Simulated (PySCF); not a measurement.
Si(F)3(SeH) (F₃HSeSi), SMILES F[Si](F)(F)[SeH]. Atoms are numbered in the order given.

```xyz
6

F     -0.7337    -1.4533    -1.2799
Si     0.0039    -0.8268     0.0000
F     -0.7337    -1.4533     1.2799
F      1.5261    -1.3292     0.0000
Se     0.0255     1.4186     0.0000
H     -1.4510     1.4643     0.0000
```
Charge 0, spin multiplicity 1.

Geometry optimised at B3LYP-D3(BJ)/def2-SVP. This is a generated structure with no PubChem entry under its InChIKey; it may be hypothetical. The values are those of a single conformer.

Computed with PySCF with PBE/def2-TZVP.

ESP charges are fitted to the potential on shells at 1.4 to 2.0 van der Waals radii. Atomic charges (e):

```tsv
atom	IAO	Mulliken	ESP fit	Löwdin
F1	-0.50	-0.25	-0.18	0.05
Si2	1.60	0.78	0.45	-0.40
F3	-0.50	-0.25	-0.18	0.05
F4	-0.50	-0.25	-0.12	0.06
Se5	-0.20	-0.18	-0.13	0.17
H6	0.09	0.14	0.15	0.07
```

Computed Mayer and Wiberg (Löwdin basis) orders of the bonds:
```
bond     Mayer  Wiberg
-------  -----  ------
F1–Si2    1.19    1.76
Si2–F3    1.19    1.76
Si2–F4    1.18    1.76
Si2–Se5   1.22    1.64
Se5–H6    0.93    0.99
```
